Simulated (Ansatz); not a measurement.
`[CH3][GaH][NH]CF` and `FC[NH][AlH][SH]` differ in one atom or group.

Ansatz, PBE0-D4/def2-TZVP geometries, multiplicity 1. Each molecule was computed in one conformer, which needn't be the lowest.

Scalar relativity is left out up to krypton.

```
                             property  `[CH3][GaH][NH]CF`
  HOMO–LUMO gap (PBE/def2-TZVPP) / eV                4.72
   LUMO energy (PBE0/def2-TZVPP) / eV               -0.74
  HOMO energy (B3LYP/def2-TZVPP) / eV               -7.35
   HOMO energy (PBE0/def2-TZVPP) / eV               -7.58
  LUMO energy (B3LYP/def2-TZVPP) / eV               -1.02
HOMO–LUMO gap (B3LYP/def2-TZVPP) / eV                6.33
```

Q: What does the change do to each property? (An estimate is asked.)

A: The calculation gave: 
| property | `FC[NH][AlH][SH]` | shift |
| --- | --- | --- |
| HOMO–LUMO gap (PBE/def2-TZVPP) / eV | 4.96 | 0.24 |
| LUMO energy (PBE0/def2-TZVPP) / eV | -0.66 | 0.08 |
| HOMO energy (B3LYP/def2-TZVPP) / eV | -7.38 | -0.03 |
| HOMO energy (PBE0/def2-TZVPP) / eV | -7.64 | -0.06 |
| LUMO energy (B3LYP/def2-TZVPP) / eV | -0.85 | 0.17 |
| HOMO–LUMO gap (B3LYP/def2-TZVPP) / eV | 6.53 | 0.20 |

With PBE0 the HOMO falls by 0.06 eV and the LUMO rises by 0.08 eV, so the gap widens by about 0.14 eV. PBE moves the HOMO by -0.12 eV and ωB97M-V by 0.09 eV.

B3LYP here is the variant with VWN-RPA as its local correlation; programs differ in this.
